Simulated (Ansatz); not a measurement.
Energy difference R1 → P1 + P2, each structure at its B3LYP-D3(BJ)/def2-TZVP stationary point, reached from a drawn start (curvature not checked).
P1, CF2 (SMILES F[C]F) (charge 0, multiplicity 1):
| atom | x (Å) | y (Å) | z (Å) |
|---|---|---|---|
| F | -1.5247 | 0.0159 | 0.0000 |
| C | 0.0000 | 0.0000 | 0.0000 |
| F | 1.5247 | -0.0159 | 0.0000 |
R1, CF3 (SMILES F[C](F)F) (charge 0, multiplicity 2, Z-matrix in Å and degrees):
```
C
F 1 1.3211
F 1 1.3212 2 111.37
F 1 1.3212 2 111.37 3 -124.97
```
P2: F atom, charge 0, multiplicity 2.

P less R. No zero-point or thermal terms; singlets are restricted closed shells; open shells are unrestricted; no spin–orbit coupling.

Cores are frozen in the correlated methods.

Codes used: Ansatz (Gaussian orbitals). Each number belongs to the level named beside it.

| level | reaction energy (kcal/mol) |
|---|---|
| HF/cc-pVTZ | 229.69 |
| HF/cc-pVQZ | 229.65 |
| BLYP/def2-TZVPP | 186.76 |
| r2SCAN/def2-TZVPP | 209.94 |
| B97M-V/def2-TZVPP | 207.89 |
| BHLYP/def2-TZVPP | 222.37 |
| MP2/cc-pVTZ | [?] |
| CCSD(T)/cc-pVDZ | [?] |
| CCSD(T)/cc-pVQZ | [?] |

What belongs in the gaps?


- MP2/cc-pVTZ, reaction energy (kcal/mol): 213.10
- CCSD(T)/cc-pVDZ, reaction energy (kcal/mol): 190.04
- CCSD(T)/cc-pVQZ, reaction energy (kcal/mol): 201.94

Ansatz is a program for electronic structure.
